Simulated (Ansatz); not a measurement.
Spectroscopic constants of BeP, multiplicity 4 (lowest of 2S+1 = 2, 4 at CCSD(T)/def2-TZVPP on PBE0 minima; our sources give no spin for the ground state, which may be another).

```tsv
level	bond energy D_e (eV)
SVWN5/def2-TZVPP	1.952
r2SCAN/def2-TZVPP	1.739
B97M-V/def2-TZVPP	1.490
B3LYP/def2-TZVPP	1.507
PBE0/def2-TZVPP	1.625
BHLYP/def2-TZVPP	1.422
CAM-B3LYP/def2-TZVPP	1.489
wB97X-V/def2-TZVPP	1.488
wB97M-V/def2-TZVPP	1.305
B2PLYP/def2-TZVPP	1.363
CCSD/def2-TZVPP	0.857
CCSD/def2-QZVPP	1.045
CCSD(T)/def2-TZVPP	0.926
CCSD(T)/def2-QZVPP	1.124
```

The rows run from 0.857 (CCSD/def2-TZVPP) to 1.952 eV (SVWN5/def2-TZVPP). From def2-TZVPP to def2-QZVPP CCSD(T) changes by 0.198. The 10 functionals in def2-TZVPP without D3 or D4 span 0.647, from wB97M-V to SVWN5.

D_e counts from the fitted minimum to each atom's lowest state at the same level, without counterpoise.

Correlated levels freeze the inner cores; with def2 sets outer-core shells near the valence are correlated too.

Codes used: Ansatz (Gaussian basis) for Hartree–Fock, density functionals and correlated methods.

Ansatz is a first-principles code.
